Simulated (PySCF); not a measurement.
Excitation energy of Cs by level of theory

Cs [Xe] 6s1 (2S) → Cs [Xe] 6p1 (2P), as a difference of total energies. All numbers are calculated (PySCF 2.14, the spin-free X2C one-electron Hamiltonian (Gaussian nucleus), in x2c-QZVPPall). The calculations carry no spin-orbit coupling.

```
 method  excitation energy (eV)  error (eV)
    UHF                   1.182      -0.250
   BP86                   1.243      -0.189
   BLYP                   1.290      -0.142
r2SCANh                   1.200      -0.232
```

Reference: 1.432 eV (measured; NIST levels, between the centres of gravity of the two terms).

The basis was made for the ground configuration and has no added diffuse functions, so the excitation energy can come out too high.
